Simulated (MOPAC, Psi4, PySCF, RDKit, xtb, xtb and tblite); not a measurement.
Two geometries of SMILES B/C=[CH]\[GeH3] (C₂H₇BGe), relaxed at GFN2-xTB with one dihedral held; other torsions can differ between them too.

Structure A

```
11

B     -1.1224    -0.7245     0.1896
C     -1.2471     0.8090     0.1237
C     -2.3762     1.4831     0.3876
Ge    -4.1011     0.7325     0.9080
H     -0.1062    -1.2495    -0.0533
H     -2.0605    -1.3608     0.4867
H     -0.3773     1.4021    -0.1522
H     -2.3699     2.5686     0.3146
H     -4.6828    -0.1628    -0.1356
H     -5.0536     1.8715     1.1050
H     -4.0414    -0.0299     2.1902
```

Structure B

```
11

B      1.4522    -0.7168     0.2166
C      1.1570     0.7897     0.0645
C      0.5679     1.6184     0.9252
Ge    -0.0973     1.0988     2.6705
H      0.6132    -1.5111     0.0362
H      2.5478    -1.0661     0.4319
H      1.5221     1.2128    -0.8733
H      0.4553     2.6683     0.6700
H     -1.5146     1.5421     2.8672
H     -0.0357    -0.3824     2.8593
H      0.6921     1.7293     3.7768
```

Question: Which is lower in energy at the level DF-MP2 (frozen core)/cc-pVTZ // GFN2-xTB in Psi4 1.11, and by how much?

Answer: A is lower, by 4.82 kcal/mol (dihedral H5–B1–C2–C3: 180° in A, 80° in B).

E(B) − E(A) in kcal/mol at the other levels, on the same two geometries: GFN2-xTB (xtb and tblite) 1.17; PBE/def2-TZVP // GFN2-xTB (Psi4) 4.11; PBE-D3(BJ)/def2-TZVP // GFN2-xTB (Psi4) 4.18; M06-2X/def2-TZVP // GFN2-xTB (Psi4) 4.09; HF/cc-pVTZ // GFN2-xTB (Psi4) 4.28; UFF // GFN2-xTB (RDKit) 10.25; AM1, restricted, heats of formation // GFN2-xTB (MOPAC) -0.38; PM7, restricted, heats of formation // GFN2-xTB (MOPAC) -2.22; GFN1-xTB // GFN2-xTB (xtb) 2.91; restricted B3LYP/6-31G*, spherical d // GFN2-xTB (PySCF) 4.89; restricted Hartree-Fock/STO-3G // GFN2-xTB (PySCF) 5.23; restricted Hartree-Fock/3-21G // GFN2-xTB (PySCF) 4.83.
